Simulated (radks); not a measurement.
The numbers below are computed, except where a source is named.
Q: Numerical settings for the technetium ion Tc+, [Kr] 4d5 5s1. Level of theory: scalar-relativistic Kohn-Sham, SCAN, spin-unpolarised, spherical densities, finite nucleus; meta-GGA in the generalised Kohn-Sham scheme; Fermi nuclear charge, rms radius 4.4112 fm (a radial shooting solver on a logarithmic mesh with Libxc functionals). The defaults (mesh step 0.008 in ln r, mesh end at 40 bohr or more with all orbitals vanishing there, Anderson mixing 0.5 over 9 steps, residual threshold near 1e-9 with the energy settled to 1e-9 hartree or 1e-11 of itself, here a cap of 79 iterations) give E = -4286.151 hartree and 5s at -11.367 eV in 14 iterations. Run on one thread of a shared host, so times are rough (Arm Neoverse N1): 0.14 s of CPU time, 0.14 s wall, 14 iterations on 2314 mesh points. One setting is changed at a time: mesh step in ln r 0.05; mesh step in ln r 0.12; mesh step in ln r 0.005; mesh end (bohr) 1; mesh end (bohr) 3; residual threshold 0.01; residual threshold 0.1; mixing 0.05; linear mixing, mixing 0.5; linear mixing, mixing 0.05; mixing history 20; iteration cap 8. Which runs fail to converge, and which converge to a wrong energy?

A: Not converged within the cap: mesh step in ln r 0.12; linear mixing, mixing 0.05; iteration cap 8. Settled on a wrong energy, with an occupied level pushed above zero by the early mesh end: mesh end (bohr) 1 (+199 hartree); mesh end (bohr) 3 (+1.41 hartree). Apart from these: settings that end as converged yet miss the energy by more than 1 mhartree: mesh step in ln r 0.05 (+0.155 hartree); mesh step in ln r 0.005 (+0.00163 hartree).
